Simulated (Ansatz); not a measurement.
Basis sets compared for the cluster B₃As₃ (the lowest singlet isomer of a short search). Total charge 0; singlet. Geometry r2SCAN-D4/def2-SVP. Ansatz on 4 threads of Arm Neoverse V2 on a shared host; times are rough, and most runs start from earlier orbitals.

```tsv
atom	x (Å)	y (Å)	z (Å)
B1	0.755	0.381	-0.136
B2	-0.768	0.860	0.587
B3	-0.821	0.433	-0.901
As4	0.748	0.355	1.838
As5	0.618	-0.686	-1.792
As6	-0.531	-1.343	0.404
```

The structure comes from a short search, and lower isomers may exist.

Binding counts from free atoms (B doublet, As quartet) in the same basis, without a counterpoise term.

```
                          level  functions  energy (Eh)  HOMO (eV)  LUMO (eV)  binding per atom (eV)  wall time
                PBE-D4/def2-SVP        138   -6780.1802      -5.41      -3.16                   3.86      1.6 s
               PBE-D4/def2-TZVP        237   -6781.0840      -5.44      -3.22                   3.82      3.6 s
            r2SCAN-D4/def2-TZVP        237   -6782.1113      -5.63      -3.17                   3.64      8.5 s
               PBE0-D4/def2-SVP        138   -6780.3730      -6.37      -2.46                   3.68      2.9 s
PBE0-D4/def2-TZVP (with forces)        237   -6781.2764      -6.35      -2.48                   3.65       10 s
```

(1) Estimate the rows for PBE-D4/def2-TZVPD, r2SCAN-D4/def2-TZVPD, PBE0-D4/def2-TZVPD.

## Answers

(1) 
| level | functions | energy (Eh) | HOMO (eV) | LUMO (eV) | binding per atom (eV) | wall time |
| --- | --- | --- | --- | --- | --- | --- |
| PBE-D4/def2-TZVPD | 273 | -6781.0853 | -5.46 | -3.25 | 3.83 | 6 s |
| r2SCAN-D4/def2-TZVPD | 273 | -6782.1124 | -5.64 | -3.19 | 3.64 | 13 s |
| PBE0-D4/def2-TZVPD | 273 | -6781.2776 | -6.36 | -2.53 | 3.65 | 10 s |
